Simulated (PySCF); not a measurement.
C3H8BFSi.
SMILES with atom numbers: `[BH2:1][Si@H:2]1[CH2:3][C@@H:4]([F:5])[CH2:6]1` (hydrogens: H7, H8 on B1; H9 on Si2; H10, H11 on C3; H12 on C4; H13, H14 on C6)

The calculation used PySCF, PBE0-D3(BJ)/def2-SVP geometry optimisation, gas phase.

Problem. What internal coordinates does the optimisation give?

Solution. 
| bond | length (Å) | order |
| --- | --- | --- |
| B1–Si2 | 2.008 | single |
| Si2–C3, Si2–C6 | 1.918 | single |
| C3–C4, C4–C6 | 1.531 | single |
| C4–F5 | 1.375 | single |
| B1–H7, B1–H8 | 1.209 | single |
| Si2–H9 | 1.496 | single |
| C3–H10, C6–H13 | 1.102 | single |
| C3–H11, C6–H14 | 1.098 | single |
| C4–H12 | 1.105 | single |

Bonds in one row agree within 0.01 Å and their mean is given. Orders are formal, as drawn. A selection of angles:
| angle | degrees |
| --- | --- |
| Si2–B1–H7 | 124.2 |
| Si2–B1–H8 | 117.9 |
| H7–B1–H8 | 117.8 |
| B1–Si2–C3 | 117.4 |
| B1–Si2–H9 | 116.1 |
| C3–Si2–C6 | 76.2 |
| C3–Si2–H9 | 112.1 |
| Si2–C3–C4 | 86.6 |
| Si2–C3–H10 | 108.4 |
| Si2–C3–H11 | 123.8 |
| C4–C3–H10 | 109.2 |
| C4–C3–H11 | 117.1 |
| H10–C3–H11 | 109.4 |
| C3–C4–F5 | 114.4 |
| C3–C4–C6 | 101.2 |
| C3–C4–H12 | 109.8 |
| F5–C4–H12 | 107.1 |
| Si2–C6–H13 | 108.5 |

Dihedral angles: B1–Si2–C3–C4 134° (anticlinal); Si2–C3–C4–F5 -149° (anticlinal); C3–C4–C6–Si2 26° (synperiplanar); B1–Si2–C6–C4 -134° (anticlinal).

The 4-membered ring Si2–C3–C4–C6 has internal angles of 76.2° to 101.2°; it is puckered, 0.17 Å rms from its mean plane, widest ring torsion 26°. Si2 (SiH silicon) has angles from 76.2° to 117.4°. B1 (three-coordinate boron) is planar (angles 124.2°, 117.9° and 117.8°, sum 360.0°, 0.00 Å off the plane of its three neighbours).

No frequency check. One conformer, not necessarily the lowest (H–B1–Si2–C3 138° and -42°, B1–Si2–C3–C4 134°, Si2–C3–C4–F5 -149°, C3–C4–C6–Si2 26°, B1–Si2–C6–C4 -134°).

Hardware: Arm Neoverse V1, one thread, shared host with 32 logical CPUs at a one-minute load of 28. Cost: 55 s wall, 0.51 GiB resident at most. These figures are those of the optimisation.
